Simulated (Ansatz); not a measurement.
Cost and result for the atomization energy of `N[SiH](O)[Si](N)(Cl)Cl` (13 atoms, 12 bonds).

```xyz
13

N    -2.037   -0.913   -0.373
Si   -0.627   -0.204   -1.002
O     0.502   -1.195   -1.693
Si    0.374    0.854    0.835
N     2.057    0.610    0.797
Cl   -0.291    0.015    2.605
Cl   -0.187    2.841    0.941
H    -2.119   -1.182    0.593
H    -2.794   -1.256   -0.940
H    -0.979    0.711   -2.111
H     0.918   -1.845   -1.123
H     2.534    0.670   -0.090
H     2.649    0.895    1.561
```

Charge 0, multiplicity 1. The geometry is a stationary point of PBE0-D4/def2-TZVP. It is one conformer, not always the lowest. Program: Ansatz. All runs use 2 threads of an AMD EPYC 7R13 on a shared host and a share of an NVIDIA H100 80 GB. Times are those of one run each, without the atoms' runs, and a repeat can differ threefold. Electronic energies, without spin–orbit coupling; frozen cores. CCSD(T)/CBS adds CCSD(T) − MP2 in def2-TZVPP to the MP2 limit, and its time is that of the two runs behind it. T1 = 0.011. B3LYP takes the VWN-RPA correlation (the form of Gaussian; ORCA's B3LYP/G).

CCSD(T)/CBS is a level of theory with its own doubt, some kJ/mol a heavy atom from the limit and from the frozen cores, so smaller differences don't rank the functionals.

```
                             level  functions  wall time  atomization (kJ/mol)  difference from CCSD(T)/CBS  per bond
   PBE-D4/def2-TZVPP (with forces)        345      5.5 s                4685.0                         58.5       4.9
                PBE0-D4/def2-TZVPP        345      5.5 s                4592.5                        -34.0      -2.8
 B3LYP-D4/def2-TZVPP (with forces)        345      8.5 s                4600.2                        -26.3      -2.2
                ωB97X-V/def2-TZVPP        345      8.5 s                4645.9                         19.4       1.6
                 B2PLYP/def2-TZVPP        345        9 s                4538.0                        -88.5      -7.4
r2SCAN-D4/def2-TZVPP (with forces)        345        9 s                4608.5                        -18.0      -1.5
                    MP2/def2-QZVPP        631       10 s                4663.9                         37.4       3.1
  ωB97M-V/def2-TZVPP (with forces)        345       14 s                4641.6                         15.1       1.3
                CCSD(T)/def2-TZVPP        345       19 s                4451.5                       -175.0     -14.6
                 CCSD(T)/CBS(def2)          –       29 s                4626.5                          0.0       0.0
```

From PBE to PBE0 (25 % exact exchange), in def2-TZVPP and without D4, the atomization energy moves by −86.8 kJ/mol: exact exchange takes away binding that semilocal exchange gives to molecules. The D4 term adds +70.0 kJ/mol with B3LYP and +37.5 kJ/mol with PBE0; it sums over pairs of atoms, weighted by their polarisabilities, and B3LYP, whose exchange is more repulsive, gets the larger term. In def2-TZVPP, CCSD(T) changes the Hartree–Fock value by +1255.7 kJ/mol (the triples alone add +80.4 kJ/mol) and MP2 by +1363.4 kJ/mol; breaking electron pairs costs correlation energy, which Hartree–Fock lacks.
